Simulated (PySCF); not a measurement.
**Energy of Zn (zinc, neutral) between two integer charges**

The 4s beta orbital of [Ar] 3d10 4s2 is emptied in steps (occupation f), with all orbitals relaxed, ending at [Ar] 3d10 4s1. Calculation: PySCF 2.14, in aug-cc-pVTZ-PP with ECP10MDF; a scalar-relativistic core potential. The exact energy is a straight line in f; departures are measured from the line between the end points of the same method.

```
   f  PBE0 (eV)  r2SCAN (eV)  LC-wPBE (eV)
   1      0.000        0.000         0.000
0.75     -0.484       -0.595        -0.006
 0.5     -0.649       -0.790        -0.010
0.25     -0.489       -0.591        -0.012
   0      0.000        0.000         0.000
```

Q: For PBE0, how does the orbital energy at f = 1 compare with the removal energy?

A: −ε = 6.687 eV against a total-energy difference of 9.255 eV. By Janak's theorem ε = ∂E/∂f, so the gap between them reflects the curvature. Along the path −ε is 7.952 (f = 0.75), 9.242 (f = 0.5), 10.556 (f = 0.25) eV.

```csv
method,E(f=0) − E(f=1) (eV),−ε at f=1 (eV),−ε at f=0.5 (eV)
PBE0,9.255,6.687,9.242
r2SCAN,9.439,6.247,9.457
LC-wPBE,9.102,9.063,9.089
```

Reference removal energy between the ground levels: 9.394 eV (measured; NIST Atomic Spectra Database, ionization energies).
